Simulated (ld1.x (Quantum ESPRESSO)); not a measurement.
Zr: one change to a TM potential, before and after

- Element: zirconium
- Generator: ld1.x (Quantum ESPRESSO) 7.5
- Type: norm-conserving Troullier–Martins (Kleinman–Bylander form)
- Functional: LDA (PZ)
- Relativity: fully relativistic
- Frozen core: [Kr]
- Valence charge: 4
- Reference configuration: 4d2 5s1.5 5p0 (charge +0.5)
- Partial waves: 5s (bound): rc 3.00 bohr; 5p (bound, empty): rc 4.20 bohr; 4d (bound): rc 2.85 bohr
- Local potential: all-electron potential smoothed inside 3.30 bohr (lloc = -1)
- Core correction: Bessel-smoothed model core inside 1.35 bohr

Open shells are filled in proportion to 2j + 1 (rel_dist='average').

Change: wave 4d (bound): rc 2.85 bohr becomes 4d (bound): rc 2.28 bohr.

Cutoffs: the cutoffs (Ry, on a coarse ladder) from which the occupation-weighted sum of valence levels, in a spherical-Bessel basis at the reference potential, stays within 10 and 1 mRy of its value at 400 Ry; they do not see the model core or the augmentation charge, which bear on the density cutoff. Errors are all-electron minus pseudo energies relative to the spin-unpolarised reference configuration.

How do hardness, ghosts and transferability respond?

The potential gets harder (21 Ry and 25 Ry → 25 Ry and 35 Ry); of the 7 tests that both files solve, the error grows in 1 and shrinks in 0 by more than 15 % and 0.3 meV (median size 4.6 → 4.6 meV); neither file shows a bound ghost. A smaller radius makes the pseudo-wave follow the all-electron one further in, where it bends more sharply, so more plane waves are needed.

| quantity | base | changed |
| --- | --- | --- |
| cutoff, loose | 21 Ry | 25 Ry |
| cutoff, tight | 25 Ry | 35 Ry |
| loose cutoff by channel (10 mRy a level) | s 6 Ry, d 18 Ry | s 6 Ry, d 25 Ry |
| bound ghosts | none | none |
| error for 4d2 5s2 5p0, meV [ΔE -2.97 eV] | -0.1 | -0.3 |
| error for 4d2 5s1 5p0, meV [ΔE 4.38 eV] | -0.5 | -0.6 |
| error for 4d2 5s0 5p0, meV [ΔE 17.62 eV] | -22 | -23 |
| error for 4d1 5s0 5p0, meV [ΔE 40.44 eV] | -237 | -256 |
| error for 4d2 5s1 5p1, meV [ΔE 0.14 eV] | -1.8 | -1.8 |
| error for 4d3 5s0 5p0, meV [ΔE 4.84 eV] | -93 | -110 |
| error for 4d2 5s0 5p1, meV [ΔE 8.19 eV] | -4.6 | -4.6 |
| s: phases at 4.56 bohr within 0.05 rad from the reference energy up to (Ry; the scan ends near 5) | 0.2 | 0.2 |
| p1/2: phases at 4.56 bohr within 0.05 rad from the reference energy up to (Ry; the scan ends near 5) | 0.6 | 0.6 |
| p3/2: phases at 4.56 bohr within 0.05 rad from the reference energy up to (Ry; the scan ends near 5) | 0.5 | 0.5 |
| d3/2: phases at 4.56 bohr within 0.05 rad from the reference energy up to (Ry; the scan ends near 5) | 0.2 | 0.2 |
| d5/2: phases at 4.56 bohr within 0.05 rad from the reference energy up to (Ry; the scan ends near 5) | 0.2 | 0.2 |
